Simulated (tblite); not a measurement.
Species: C5H8NSi (charge -1).
Numbering: `[SiH3:1][NH:2][c-:3]1[cH:4][cH:5][cH:6][cH:7]1` (hydrogens: H8, H9, H10 on Si1; H11 on N2; H12 on C4; H13 on C5; H14 on C6; H15 on C7)

Structure used (GFN2-xTB), in Å, numbered top down from 1:
```
atom  x, y, z in Å
Si1   -2.5370   -0.0399    0.3656
N2    -1.1729   -0.5437   -0.4961
C3     0.1853   -0.1895   -0.2592
C4     1.2483   -0.5192   -1.0991
C5     2.4140   -0.0130   -0.5204
C6     2.0655    0.6257    0.6661
C7     0.6825    0.5204    0.8300
H8    -2.8369    1.4129    0.4319
H9    -3.6816   -0.6730   -0.3252
H10   -2.5196   -0.5007    1.7685
H11   -1.2831   -0.9379   -1.4190
H12    1.1746   -1.0705   -2.0307
H13    3.4144   -0.1014   -0.9291
H14    2.7484    1.1215    1.3470
H15    0.0937    0.9160    1.6477
```

Level: GFN2-xTB in tblite, geometry and Hessian alike; calculated harmonic values, unscaled, isolated species. The method is semi-empirical: single wavenumbers can be off by several per cent or more. Modes of hydrogen on silicon can be 10 to 20 % off. One conformer, not necessarily the lowest.

Harmonic wavenumbers (cm⁻¹): 54.8, 134.3, 157.7, 225.8, 308.0, 366.0, 534.9, 554.8, 568.5, 584.5, 681.3, 722.6, 739.9, 742.0, 768.7, 777.1, 821.6, 828.1, 863.4, 918.4, 1037.1, 1082.1, 1094.7, 1119.9, 1199.8, 1264.3, 1325.6, 1445.0, 1456.1, 1489.4, 1526.1, 2018.9, 2081.6, 2119.6, 2973.0, 2981.9, 2999.3, 3024.5, 3421.2.

A = 6943, B = 1258, C = 1079 MHz; mass 110.043 u (most abundant isotopes); point group C1, symmetry number 1.

Problem. Zero-point energy?

Solution. ½Σν̃ = 23506 cm⁻¹ = 281.19 kJ/mol.

Problem. What is S at 500 K and 1 bar for an ideal gas of classical rigid rotors and harmonic oscillators?

Solution. Translation 178.23, rotation 123.29, vibration 149.40: S = 450.9 J/(mol K).

Problem. And Cp and H(500 K) − H(0)?

Solution. Cp = 199.86 J/(mol K), of which vibrations give 166.60 (their classical limit is 39 R = 324.3); H(500 K) − H(0) = 57.60 kJ/mol without the zero-point energy, 40.97 from vibrations.

Problem. Which modes carry the vibrational entropy at 500 K?

Solution. 54.8 cm⁻¹: 23.68; 134.3 cm⁻¹: 16.27; 157.7 cm⁻¹: 14.95; 225.8 cm⁻¹: 12.04; 308.0 cm⁻¹: 9.59; 366.0 cm⁻¹: 8.26 J/(mol K); the other 33 give 64.61 together.

Problem. What must be added to the electronic energy to get the Gibbs energy at 500 K and 1 bar?

Solution. ZPE + [H(500 K) − H(0)] − T·S = 281.19 + 57.60 − 225.46 = 113.33 kJ/mol.

Problem. Blend soft modes into free rotors: weight 1/[1 + (100 cm⁻¹/ν̃)⁴] for the oscillator and the rest for a rotor with moment μB/(μ + B), μ = h/(8π²ν), B = 10⁻⁴⁴ kg m². What vibrational entropy results?

Solution. 141.68 J/(mol K) in place of 149.40, which changes −T·S at 500 K by +3.86 kJ/mol.

Hindered rotation and anharmonicity are outside this model. Other conformers, if any are populated, would add a mixing term that is left out.
